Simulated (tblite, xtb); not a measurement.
CH₂NS (SMILES N[C]=S), doublet, at a GFN2-xTB geometry. Base run: GFN1-xTB run with xtb.

xtb was given this input:
```
$ xtb mol.xyz --gfn 1 --uhf 1 --json

# file mol.xyz
5

N     -1.58263000    -0.00053854     0.04940306
C     -0.36981097    -0.48496081     0.00133664
S      1.09135866     0.15905915    -0.03072676
H     -1.79109446     0.99541301     0.07687985
H     -2.37336827    -0.62682478     0.06090696
```

Programs used: tblite, xtb; a row that names a program was run with it.

Variants of this job, named by their change:

| change | ΔE vs base (mEh) | dipole (D) | G_solv (kcal/mol) | SCF cycles |
|---|---|---|---|---|
| base | 0.000 | 3.74 | - | 10 |
| program = tblite; method = gfn1; option = (--etemp, 2000) | -0.064 | - | - | - |
| gbsa = water | -10.291 | 4.49 | -7.58 | 9 |
| alpb = ch2cl2 | -10.020 | 4.14 | -6.60 | 9 |
| program = tblite; method = gfn1; option = --grad | 0.000 | - | - | - |
| acc = 0.0001 | 0.000 | 3.74 | - | 13 |
| program = tblite; method = gfn1; option = --spin-polarized | -4.766 | - | - | - |
| acc = 0.1 | 0.000 | 3.74 | - | 10 |

ALPB and GBSA are two models with their own fitted parameters for each solvent, which aren't always the measured dielectric constant.
